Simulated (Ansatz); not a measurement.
`[F][Hf]([F])([Cl])[Cl]` + `[O]=[Ta]([OH])([F])[F]` → `[OH][Hf]([F])([Cl])[Cl]` + `[O]=[Ta]([F])([F])[F]`  (redistribution)

Isolated molecules relaxed with PBE0-D4/def2-TZVP in Ansatz; ΔE leaves out vibrations. CCSD(T)/CBS adds triple-zeta CCSD(T) − MP2 to the extrapolated MP2 energy (def2 sets, frozen cores). DFT in def2-TZVPP. def2 core potentials past Kr. For Hf, Ta outer-core shells are correlated without core-valence functions, which leaves a few kJ/mol of doubt a bond. One conformer a species, not always the lowest.

Problem. Is it downhill or uphill in electronic energy at CCSD(T)/CBS, and by how much? (Best estimate.)

Solution. Ansatz gave: Uphill: ΔE = +0.15 eV.

Problem. What do these levels give: B97M-V, B2PLYP, revPBE, r2SCAN, RPA@PBE/def2-TZVPP, MP2/def2-QZVPP? (Best estimate.)

Solution. Ansatz gave: B97M-V 0.15, B2PLYP 0.15, revPBE 0.19, r2SCAN 0.16, RPA@PBE/def2-TZVPP 0.15, MP2/def2-QZVPP 0.13 eV.

Problem. What do rigid-rotor, harmonic-oscillator terms from PBE0-D4/def2-TZVP frequencies (298.15 K, 1 bar) make of the CCSD(T)/CBS value? (An estimate is asked.)

Solution. Ansatz gave: ΔZPE = -0.02 eV, ΔH = +0.14 eV, ΔS = 6 J/(mol·K), ΔG = +0.12 eV.

Largest T1 diagnostic among the species: 0.020.

Leaving LDA and LC-ωPBE aside and taking each functional with its dispersion term where it has one, the values, not all of them listed here, spread over 0.04 eV, from ωB97M-V to revPBE-D4. At CCSD(T), def2-SVP lies −0.04 eV from the extrapolated value and def2-TZVPP −0.01 eV.
